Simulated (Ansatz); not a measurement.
Compare A (`[OH][GeH]1[CH2][SiH2]1`) with its isomer B (`[SiH3][CH]1[O][GeH2]1`).

Program: Ansatz. Geometries: PBE0-D4/def2-TZVP. ΔE: electronic, gas phase. CCSD(T)/CBS adds triple-zeta CCSD(T) − MP2 to the extrapolated MP2 energy (def2 sets, frozen cores). Functionals use def2-TZVPP. B3LYP here is the variant with VWN-RPA as its local correlation; programs differ in this. For Ge outer-core shells are correlated without core-valence functions, which leaves a few kJ/mol of doubt a bond. Scalar relativity is left out up to krypton. Each species was taken in one conformer, which may not be the lowest.

A:

Z-matrix (Å, degrees):
```
Ge
C 1 1.983
Si 1 2.303 2 51.8
O 1 1.784 2 111.2 3 -112.3
H 1 1.533 2 117.5 3 118.0
H 2 1.088 1 114.4 3 111.6
H 2 1.087 1 117.8 3 -113.8
H 3 1.482 1 120.9 2 -103.0
H 3 1.483 1 121.7 2 103.3
H 4 0.959 1 111.6 2 126.7
```

B:

```xyz
10

Si   -0.5504   -0.1606   -1.4613
C     0.7083   -0.0627   -0.0817
O     0.6874   -1.1510    0.8701
Ge    0.1846    0.3973    1.6919
H    -0.2543   -1.2935   -2.3789
H    -1.9022   -0.3577   -0.8747
H    -0.5232    1.1108   -2.2344
H     1.7188    0.2525   -0.3578
H     1.2127    0.8693    2.7155
H    -1.2816    0.3958    2.1113
```

Question: Which isomer does CCSD(T)/CBS put lower? Give the gap. (Best estimate.)

Answer: Ansatz gave: A, by 100.0 kJ/mol.

Question: Give E(B) − E(A) in kJ/mol with r2SCAN-D4, CCSD(T)/def2-TZVPP, ωB97M-V, PBE0-D4, B3LYP-D4, B3LYP, B2PLYP. (Best estimate.)

Answer: The calculation gave: r2SCAN-D4 102.5, CCSD(T)/def2-TZVPP 99.1, ωB97M-V 101.6, PBE0-D4 108.7, B3LYP-D4 96.0, B3LYP 96.5, B2PLYP 97.0. None reverses the order clearly.

Largest T1 diagnostic: 0.014.

From PBE to PBE0 (25 % exact exchange), in def2-TZVPP and without D4, E(B) − E(A) moves by +8.2 kJ/mol.
